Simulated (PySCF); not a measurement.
**Bonding in `COCc1ccc(O)cc1`**

C8H10O2.
Numbering: `[CH3:1][O:2][CH2:3][c:4]1[cH:5][cH:6][c:7]([OH:8])[cH:9][cH:10]1` (hydrogens: H11, H12, H13 on C1; H14, H15 on C3; H16 on C5; H17 on C6; H18 on O8; H19 on C9; H20 on C10)

Cartesian coordinates in Å at the GFN2-xTB level; atoms count from 1:
```xyz
20
C8H10O2 angstrom
C     -2.5619    1.2263   -0.3816
O     -2.3563    0.6907    0.9009
C     -1.6933   -0.5561    0.8864
C     -0.2614   -0.4684    0.4151
C      0.5759    0.5069    0.9408
C      1.8873    0.6148    0.5189
C      2.3848   -0.2617   -0.4384
O      3.6697   -0.1976   -0.8823
C      1.5522   -1.2414   -0.9692
C      0.2408   -1.3355   -0.5463
H     -1.6133    1.4083   -0.9001
H     -3.1749    0.5551   -0.9968
H     -3.0868    2.1690   -0.2417
H     -1.7243   -0.9016    1.9252
H     -2.2486   -1.2731    0.2619
H      0.1866    1.1900    1.6810
H      2.5311    1.3799    0.9335
H      4.1360    0.5156   -0.4300
H      1.9503   -1.9131   -1.7128
H     -0.3992   -2.0974   -0.9677
```

Bond orders from the PBE0/pcSseg-1 density (PySCF). One conformer (not necessarily the lowest) at the GFN2-xTB geometry, without solvent, vibrations or thermal averaging.

(1) How far do the computed orders between heavy atoms stray from the drawn ones?

(2) Give the Mayer order of every bond between heavy atoms, beside its length.

Answers

(1) The largest departure is 0.144, at C6–C7 (drawn aromatic, 1.356), counting aromatic bonds as 1.5. The bonds drawn aromatic range from 1.36 to 1.46.

(2) 
```csv
bond,drawn as,length (Å),Mayer order
C1–O2,single,1.405,0.932
O2–C3,single,1.412,0.952
C3–C4,single,1.510,1.035
C4–C5,aromatic,1.389,1.398
C5–C6,aromatic,1.382,1.450
C6–C7,aromatic,1.390,1.356
C7–O8,single,1.361,1.064
C7–C9,aromatic,1.391,1.395
C9–C10,aromatic,1.381,1.460
C10–C4,aromatic,1.389,1.399
```

Bonds between the same two heavy elements. C–O: lowest C1–O2 (0.932, 1.405 Å), highest C7–O8 (1.064, 1.361 Å). C–C: lowest C3–C4 (1.035, 1.510 Å), highest C9–C10 (1.460, 1.381 Å).

**Question.** And the bonds to hydrogen?

**Answer.** C–H: 0.94 to 0.98 (9 bonds); H–O: 0.94 (1 bond).

**Question.** Sum the orders of all bonds at each heavy atom with more than one neighbour and set the sums beside the valence in the SMILES.

**Answer.** C1 3.820 (drawn 4), O2 1.884 (drawn 2), C3 3.874 (drawn 4), C4 3.832 (drawn 4), C5 3.808 (drawn 4), C6 3.753 (drawn 4), C7 3.815 (drawn 4), O8 2.007 (drawn 2), C9 3.805 (drawn 4), C10 3.825 (drawn 4). Orders between atoms that aren't bonded are not in these sums.

The Mayer order sums products of elements of PS (density times overlap matrix) between the two atoms' basis functions, so it depends on the basis set.
